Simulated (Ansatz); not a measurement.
`C=NBF` from Hartree–Fock to CCSD(T)

```xyz
7

C     0.629   -0.257    1.121
N     0.024   -0.022    0.067
B    -0.598    0.262   -1.120
F    -1.916    0.072   -1.253
H     0.754    0.507    1.897
H     1.067   -1.241    1.328
H     0.040    0.679   -2.041
```

Total charge 0; spin multiplicity 1. All single points use the PBE0-D4/def2-TZVP geometry. It is one conformer, not always the lowest. Frozen core, restricted reference, Ansatz 0.2.0. CBS rows extrapolate triple and quadruple zeta; past MP2 they add the triple-zeta difference.

| basis | HF (Eh) | MP2 corr. | CCSD corr. | (T) | CCSD(T) total |
| --- | --- | --- | --- | --- | --- |
| def2-SVP | -218.07633 | -0.55656 | -0.58507 | ? | ? |
| def2-TZVPP | -218.33682 | -0.70219 | -0.72277 | ? | ? |
| def2-QZVPP | -218.34683 | ? | – | – | – |
| CBS(def2) | -218.34821 | ? | -0.81853 | as TZ | ? |

(1) Fill in the withheld values. (Best estimate.)

Answers

(1) Ansatz gave: def2-SVP (T): -0.01671; def2-SVP CCSD(T) total: -218.67811; def2-TZVPP (T): -0.02795; def2-TZVPP CCSD(T) total: -219.08754; def2-QZVPP MP2 corr.: -0.75720; CBS(def2) MP2 corr.: -0.79795; CBS(def2) CCSD(T) total: -219.19469.
